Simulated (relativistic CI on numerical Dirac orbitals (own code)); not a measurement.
A reference radial Dirac CI calculation of Ge10+ gave the lowest total energy -2056.31361 Ha in 10 SCF steps, from this input:

```
atom Ge  Z=32  charge=10  electrons=22
nucleus A=74  rms_radius_fm=4.0742
hamiltonian dirac-coulomb  breit=on  qed=on  c_scale=1
orbitals kli  potential=per-configuration
slater_scale 1
correlation none
mixing on
grid step=0.0125 r_max=9.3
scf mixing=0.4 start=green max_iterations=150 tolerance=2e-08 node_fill=0.05
configurations
  [Ar] 3d4
end
```

One setting was then changed (and the iteration limit cut to 53), and the output read:

```
SCF 1: [Ar] 3d4
 iter      energy (Ha)   residual   last orbital (Ha)
    1     -2029.455575   3.23e+00    -19.50768
    2     -2049.935696   1.63e+00    -14.41997
    3     -2056.438777   1.09e-01    -10.39538
    4     -2056.491973   6.91e-02    -10.67460
    5     -2056.500805   7.32e-03    -10.51388
    6     -2056.500875   9.45e-04    -10.49365
    7     -2056.500863   1.12e-04    -10.48994
    8     -2056.500866   3.29e-06    -10.49030
    9     -2056.500866   6.27e-07    -10.49030
   10     -2056.500866   4.94e-09    -10.49030
orbital energies (Ha): 2s -61.0743  2p1/2 -55.5623  2p3/2 -54.3917  3s -15.7162  3p1/2 -13.8496  3p3/2 -13.6598  3d3/2 -10.5232  3d5/2 -10.4903
configuration averages (Ha): Dirac-Coulomb, Breit, QED
  3d4                          -2056.500866    0.945560    0.627543
levels: no., configuration, term, J, E (cm-1), weight
   1 3d4                    5D   0                0.0  0.98
   2 3d4                    5D   1              824.9  0.99
   3 3d4                    5D   2             2275.4  0.99
   4 3d4                    5D   3             4156.0  1.00
   5 3d4                    5D   4             6324.6  0.99
   6 3d4                    3H   4            45669.2  0.91
   7 3d4                    3P   0            46109.9  0.95
   8 3d4                    3H   5            47445.2  0.95
   9 3d4                    3H   6            48923.7  0.98
  10 3d4                    3P   1            50744.0  0.98
  11 3d4                    3F   3            53359.9  0.72
  12 3d4                    3F   2            53798.6  0.98
  13 3d4                    3F   4            54267.9  0.76
  14 3d4                    3P   2            57416.9  0.97
lowest total energy -2055.255650 Ha
end: converged
```

(1) Which setting was changed?
A. SCF mixing
B. configuration list
C. nuclear radius
D. charge

## Answers

(1) C. The nuclear radius 40.742 fm. This setting is bad on purpose; its numbers may not be properties of the ion.
